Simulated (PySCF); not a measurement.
A species of formula C7H12N2 has this rotational fingerprint, computed with PBE0/pcSseg-1 in PySCF (dipole) on a GFN2-xTB geometry, gas phase:

```
Rotational constants : A = 2088, B = 1232, C = 872.9 MHz
Dipole components    : |μa| = 0.24 D, |μb| = 1.14 D, |μc| = 1.02 D
Inertial defect      : -73.27 u·Å²
κ                    : -0.41
```

Problem. Which candidate fits, each taken in the one conformer that was computed?
A. `[CH3:1][CH2:2][C@H:3]([CH3:4])[n:5]1[cH:6][cH:7][cH:8][n:9]1` with C1–C2–C3–C4 -175°, C2–C3–N5–C6 -118°
B. `[CH2:1]=[CH:2]/[C:3]([CH3:4])=[N:5]/[N:6]=[CH:7]\[CH2:8][CH3:9]` with C1–C2–C3–C4 3°, C3–N5–N6–C7 -102°, N6–C7–C8–C9 122°
C. `[CH2:1]=[CH:2]/[C:3](=[N:4]\[N:5]=[CH2:6])[CH:7]([CH3:8])[CH3:9]` with C1–C2–C3–N4 -173°, C3–N4–N5–C6 102°, C2–C3–C7–C8 -163°
D. `[CH:1]#[C:2][CH2:3][NH:4]/[N:5]=[C:6](/[CH3:7])[CH2:8][CH3:9]` with C2–C3–N4–N5 -91°, C3–N4–N5–C6 158°, N5–C6–C8–C9 -83°

Solution. C. It is C=C/C(=N\N=C)C(C)C, an asymmetric top, point group C1. The candidates at the same level (rigid rotor, commonest isotopes):

| SMILES | A (MHz) | B (MHz) | C (MHz) | μa (D) | μb (D) | μc (D) | Δ (u·Å²) | point group | rotor |
| --- | --- | --- | --- | --- | --- | --- | --- | --- | --- |
| C#CCN/N=C(/C)CC | 2435 | 928.5 | 798.7 | 0.53 | 1.60 | 0.66 | -119.11 | C1 | asymmetric top |
| C=C/C(=N\N=C)C(C)C | 2088 | 1232 | 872.9 | 0.24 | 1.14 | 1.02 | -73.27 | C1 | asymmetric top |
| C=C/C(C)=N/N=C\CC | 3353 | 774.3 | 725.5 | 0.99 | 2.07 | 0.17 | -106.82 | C1 | near-prolate asymmetric top |
| CC[C@H](C)n1cccn1 | 2611 | 1314 | 1108 | 1.04 | 0.27 | 1.79 | -122.21 | C1 | asymmetric top |

`C#CCN/N=C(/C)CC` has B 25 % too low; `C=C/C(C)=N/N=C\CC` has A 61 % too high; `CC[C@H](C)n1cccn1` has C 27 % too high. No structure here is proved a minimum.
